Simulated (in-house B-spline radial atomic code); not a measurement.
Configurations of Ru⁺, with energies counted from [Kr] 4d7. Level of theory: non-relativistic B3LYP, spin-polarised, spherical fractional occupations, point nucleus; calculated with a B-spline radial code for spherical atoms. Shells without spins written out take the highest spin.

Caution: exact exchange at fractional occupations of open shells leaves self-interaction of up to several eV.

Occupations are held fixed; configurations that lie above the ionisation limit could autoionise.

```tsv
configuration	E - E(ref) (eV)	highest orbital	its <r> (bohr)
[Kr] 4d6 5p1	6.1308	5p up	3.709
[Kr] 4d6 5d1	11.064	5d up	6.076
[Kr] 4d6 4f1	13.127	4f up	8.768
[Ar] 3d10 4s2 4p5 4d7 5s1	44.236	5s up	2.964
[Ar] 3d10 4s2 4p(2 up, 3 down) 4d(4 up, 3 down) 5p(1 up, 0 down)	54.045	5p up	3.711
[Ar] 3d9 4s2 4p6 4d8	287.34	4d down	1.573
[Ar] 3d(4 up, 5 down) 4s2 4p6 4d(5 up, 3 down)	287.74	4d down	1.56
```

Task: Order these further configurations by energy, lowest first.
A. [Kr] 4d(4 up, 3 down)
B. [Ar] 3d(4 up, 5 down) 4s2 4p6 4d(3 up, 4 down) 5s(0 up, 1 down)
C. [Ar] 3d10 4s2 4p5 4d7 5f1
D. [Ar] 3d10 4s2 4p(3 up, 2 down) 4d(4 up, 3 down) 5s(1 up, 0 down)
E. [Ar] 3d9 4s2 4p6 4d7 5f1

Result: A (2.4633 eV), D (48.06 eV), C (57.351 eV), B (293.84 eV), E (303.84 eV).

Task: How far above the reference does [Ar] 3d10 4s2 4p5 4d7 4f1 lie?

Result: 56.324 eV; its least bound orbital is 4f up with <r> = 8.73 bohr.

Task: How far above the reference does [Ar] 3d9 4s2 4p6 4d7 5d1 lie?

Result: 300.66 eV; its least bound orbital is 5d up with <r> = 5.964 bohr.

Task: How far above the reference does [Ar] 3d10 4s2 4p5 4d7 5d1 lie?

Result: 54.208 eV; its least bound orbital is 5d up with <r> = 5.998 bohr.
